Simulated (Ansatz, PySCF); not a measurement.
Pair of molecules: H2O (SMILES O) (first 3 atoms) with CH2O (SMILES C=O); geometry from B3LYP-D3(BJ)/def2-TZVP, rigid monomers moved along the line of their centres of mass till O1···C4 is 3.24 Å.
(charge 0, multiplicity 1):
```xyz
7

O     -0.15034     0.43763    -0.11458
H      0.49207     0.16848    -0.77930
H     -0.52355    -0.38205     0.22991
C     -0.01189     0.51952     3.11819
O     -0.41579    -0.60102     3.27890
H      1.06761     0.75945     3.11939
H     -0.69398     1.37505     2.96679
```

Counterpoise-corrected where a basis set is named; no monomer relaxation.

Frozen-core correlation. CBS: X⁻³ extrapolation of the correlation energy, Hartree–Fock from the larger set.

The values were computed with Ansatz (a program for electronic structure); PySCF for the dispersion terms. Each number belongs to the level named beside it.

PBE/def2-TZVPPD gives -2.11 kcal/mol for the interaction energy.

**Question.** Predict the shift from PBE, with its sign, for: PBE-D3(BJ)/def2-TZVPPD, r2SCAN/def2-TZVPPD, PBE0/def2-TZVPPD, wB97M-V/def2-TZVPPD, MP2/CBS(aug-cc-pVDZ, aug-cc-pVTZ), CCSD(T)/CBS(aug-cc-pVDZ, aug-cc-pVTZ).

**Answer.** PBE-D3(BJ)/def2-TZVPPD -0.49; r2SCAN/def2-TZVPPD -0.42; PBE0/def2-TZVPPD -0.06; wB97M-V/def2-TZVPPD -0.45; MP2/CBS(aug-cc-pVDZ, aug-cc-pVTZ) -0.36; CCSD(T)/CBS(aug-cc-pVDZ, aug-cc-pVTZ) -0.40 kcal/mol. 0 of 6 lie above PBE; the widest gap is to PBE-D3(BJ)/def2-TZVPPD.
